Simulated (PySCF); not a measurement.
W(O)2(OH)2, SMILES [O]=[W]([OH])([OH])=[O] (H2O4W) (PBE0/def2-SVP optimised geometry):

```
7

W     -0.980    -0.800     0.000
O     -1.569     0.800     0.000
O     -1.569    -1.498    -1.438
O     -1.636    -1.736     1.490
H     -2.515    -1.949     1.816
O      0.897    -0.800     0.000
H      1.569    -0.434    -0.584
```

Level of theory: PBE0/def2-TZVP, def2 effective core potentials past Kr (PySCF 2.14.0).

Q: What are the frontier orbital energies and the dipole moment?

A: HOMO-2 -10.00 eV, HOMO-1 -9.58 eV, HOMO -8.79 eV, LUMO -1.63 eV, LUMO+1 -0.98 eV; dipole moment 2.23 D.

On the same geometry PySCF with PBE/def2-TZVP, def2 effective core potentials past Kr gives HOMO-2 -8.32 eV, HOMO-1 -7.94 eV, HOMO -7.18 eV, LUMO -2.39 eV, LUMO+1 -1.80 eV; dipole moment 2.14 D.
